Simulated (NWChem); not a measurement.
System: SiAsH4, doublet; SMILES [SiH2][AsH2]

```xyz
6

Si     0.0154    -1.6060    -0.0691
As     0.0464     0.7640    -0.0254
H      1.2883    -2.1593     0.4903
H     -1.1564    -2.2582     0.5988
H     -1.3350     0.8499    -0.6668
H     -0.5442     0.8389     1.3828
```
Atoms are numbered in this order, from 1.

All runs: NWChem. Pople sets run with spherical d functions. Spin-unrestricted. The geometry was optimised at PBE0/def2-SVP, spin-unrestricted. No stability test was run on the SCF state.

Task: Among these, which level gives the lowest value of “dipole (D)”?
A) PBE0/3-21G
B) PBE0/6-311G**
C) PBE0/6-31G*

Result: B, PBE0/6-311G**. Values: PBE0/6-311G** 0.45; PBE0/6-31G* 0.62; PBE0/3-21G 0.75
